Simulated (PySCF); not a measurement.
CsI, SMILES [Cs][I] (connectivity only; charge and spin as stated), charge +1, multiplicity 2. Atoms are numbered in the order given.

```xyz
2

Cs     0.0000     0.0000    -2.0072
I      0.0000     0.0000     2.0830
```
Charge +1, spin multiplicity 2.

The structure is a stationary point at B3LYP-D3(BJ)/def2-TZVPD. The spin state was assumed, not searched. The def2 effective core potentials stand for the cores of Cs, I; spin–orbit coupling is left out.

These are PBE0/def2-TZVPD run with PySCF values and carry that method's errors.

The molecule is in vacuum.

```json
{
 "total_energy": "-317.69692 hartree",
 "point_group": "C∞v",
 "α spin, highest occupied and lowest empty level": "-11.74 and -4.75 eV",
 "β spin, highest occupied and lowest empty level": "-11.39 and -9.03 eV",
 "dipole_moment_about_the_centre_of_nuclear_charge": "1.660 e·Å",
 "⟨S²⟩": "0.753 (pure state 0.75)"
}
```
